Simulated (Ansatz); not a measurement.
The same path of a periodic cell of 17 atoms, LiSi₁₆ (host Si, host structure diamond, interstitial Li) was run twice with different band settings. Lost on the way: Si8–Li17, Si14–Li17, Si15–Li17, Si16–Li17. Made: Si5–Li17, Si6–Li17, Si7–Li17, Si13–Li17.

These are results of DFT PBE-D3(BJ), scalar-relativistic, plane waves, PAW in Ansatz, not measurements. Settings: PAW set soft_1, cutoff 420 eV, k mesh 2x2x2, gaussian smearing 0.05 eV, spin collinear.

Relaxed end points:

```xyz
17
Lattice="0.0000 5.4300 5.4300 5.4300 0.0000 5.4300 5.4300 5.4300 0.0000" Properties=species:S:1:pos:R:3
Si -0.010 0.011 -0.013
Si 1.360 1.339 1.356
Si 2.747 2.684 -0.031
Si 4.092 4.071 1.356
Si 2.729 0.011 2.726
Si 4.074 1.357 4.072
Si 5.420 2.702 2.726
Si 6.790 4.071 4.054
Si -0.027 2.685 2.743
Si 1.360 4.072 4.089
Si 2.747 5.459 2.743
Si 4.075 6.786 4.071
Si 2.729 2.702 5.417
Si 4.057 4.072 6.786
Si 5.403 5.458 5.400
Si 6.790 6.804 6.787
Li 6.790 4.071 6.786
```

```xyz
17
Lattice="0.0000 5.4300 5.4300 5.4300 0.0000 5.4300 5.4300 5.4300 0.0000" Properties=species:S:1:pos:R:3
Si 0.005 -0.001 -0.001
Si 1.332 1.327 1.327
Si 2.719 2.714 -0.018
Si 4.106 4.101 1.327
Si 2.719 -0.018 2.714
Si 4.106 1.327 4.101
Si 5.451 2.714 2.714
Si 6.779 4.083 4.084
Si -0.013 2.714 2.714
Si 1.332 4.100 4.101
Si 2.719 5.446 2.714
Si 4.088 6.775 4.083
Si 2.719 2.714 5.446
Si 4.088 4.083 6.775
Si 5.434 5.429 5.429
Si 6.779 6.774 6.775
Li 8.150 2.714 8.144
```

Common settings: optimiser quadratic models (default); end points relaxed.

| run | movable images | climbing image | spring | start path | force threshold | iteration limit |
| --- | --- | --- | --- | --- | --- | --- |
| 1 | 5 | yes | 2.0 eV/Å² | IDPP | 0.03 eV/Å | 42 |
| 2 | 2 | no | 5.0 eV/Å² | default | 0.05 eV/Å | 50 |

What does each run give, and how far can it be trusted?

Run 1: converged after 4 iterations, highest image 0.501 eV above the first end. By the program's own check the climbing image is of a kind that is not told: the force calls were inconclusive, a negative curvature could not be distinguished from the path's own, the only one lies far off the path, or fixed occupations may fill a level only in part (lowest curvatures found: -1.83 and 0.93 eV/Å²).
Run 2: converged after 3 iterations, highest image 0.365 eV above the first end. No image climbed, so the highest image needn't sit at the top of the path.
Limits of this set-up: coarse k mesh, a small cell, in which the defect meets its images.
